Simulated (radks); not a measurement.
Spin polarisation of the 5d4 shell in the rhenium ion Re3+. Start: [Xe] 4f14 5d(up 2, down 2); electrons of 5d are moved from spin down to spin up, other shells keep equal spins. All-electron calculation, scalar-relativistic Kohn-Sham, PBE, spin-polarised, spherical densities, finite nucleus; Fermi nuclear charge, rms radius of each element as measured or else 0.836 A^(1/3) + 0.57 fm. Program: a radial shooting solver on a logarithmic mesh with Libxc functionals.

moment (Bohr magnetons)  E - E(0) (eV)  e(5d up) (eV)  e(5d down) (eV)  4f down minus up (eV)  5p down minus up (eV)  5s down minus up (eV)
0                                0.000        -33.061          -33.061                 0.000                 0.000                  0.000
1                               -0.196        -33.433          -32.647                  0.110                  0.652                  0.498
2                               -0.787        -33.766          -32.190                  0.221                  1.309                  0.999
3                               -1.773        -34.059          -31.687                  0.333                  1.975                  1.507
4                               -3.164        -34.314          -31.097                  0.446                  2.652                  2.026

At moment 4 the spin-polarisation energy is -3.164 eV and the 5d exchange splitting 3.218 eV, that is 0.804 eV per Bohr magneton; E = -I m^2/4 would give I = 0.791 eV.
